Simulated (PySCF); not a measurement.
Geometry:
```tsv
atom	x (Å)	y (Å)	z (Å)
Al1	0.007	-0.012	0.010
Si2	2.466	0.013	-0.028
H3	3.052	1.389	0.045
H4	2.966	-0.630	-1.289
H5	3.016	-0.782	1.120
Si6	-1.233	2.113	0.015
H7	-0.753	3.000	1.125
H8	-2.714	1.949	0.165
H9	-0.984	2.844	-1.271
Si10	-1.223	-2.142	0.026
H11	-0.348	-3.355	-0.049
H12	-2.181	-2.195	-1.128
H13	-2.041	-2.244	1.281
```

Geometry: PBE0-D3(BJ)/def2-SVP; GIAO absolute shieldings from PySCF 2.14.0 with density-fitted response routines, gas phase, non-relativistic, averaged over equivalent atoms.

At B3LYP/pcSseg-1 (pcSseg-2 on Al) (160 basis functions, 12 s wall time on 1 thread of an Arm Neoverse V1, shared host):
```
                        atoms  σ (ppm)
                          Al1     96.8
                 Si2/Si6/Si10    458.2
H3/H4/H5/H7/H8/H9/H11/H12/H13    27.99
```

Predict the values at PBE0/pcSseg-1 (pcSseg-2 on Al) on the same geometry.

## Answers


| atoms | σ at PBE0/pcSseg-1 (pcSseg-2 on Al) | change |
| --- | --- | --- |
| Al1 | 116.8 | +20.0 |
| Si2/Si6/Si10 | 472.7 | +14.5 |
| H3/H4/H5/H7/H8/H9/H11/H12/H13 | 27.77 | -0.22 |

The largest change is at Al1 (aluminium bonded to 3 Si). Cost: 160 basis functions, 22 s wall time on 1 thread of an Arm Neoverse V1, shared host.
